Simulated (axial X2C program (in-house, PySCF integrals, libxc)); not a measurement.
**VB⁺ along the bond: PBE0, spin-free**

Calculated with an in-house all-electron X2C program for linear molecules (integrals from PySCF). Spin-free means the one-electron spin-free X2C Hamiltonian. Basis: V dyall-cv3z [10s10p6d4f2g], B dyall-v3z [7s6p2d1f] (cores contracted in-house); Gaussian nuclei, density fitting, unrestricted open shells. Masses: V 50.944 u, B 11.009 u.

State: M_S = 5/2, Λ = 0 (beyond evenly filled blocks: σα, π+α, π-α, δ+α, δ-α). Dipoles are positive if B is the positive end and refer to the centre of mass.

Results along the bond:

```csv
R (Å),μ (D),HOMO (eV),LUMO (eV),⟨S²⟩
1.797,-2.069,-12.01,-8.87,8.757
1.880,-2.093,-11.95,-8.84,8.759
1.942,-2.075,-11.89,-8.76,8.759
2.004,-2.011,-11.82,-8.66,8.759
2.066,-1.905,-11.74,-8.54,8.758
2.138,-1.749,-11.64,-8.40,8.758
2.211,-1.574,-11.52,-8.27,8.758
2.304,-1.335,-11.36,-8.12,8.758
2.417,-1.037,-11.17,-7.96,8.758
2.583,-0.611,-10.90,-7.88,8.759
```

One determinant describes the state; a PBE0 search over occupations chose it and may have missed a lower one. PBE0 can misorder states that lie within some tenths of an eV, so this need not be the ground state of the molecule. The nearest other spin-free determinant of the search, M_S = 5/2, Λ = 2, lies 0.19 eV up at the distance of the search.
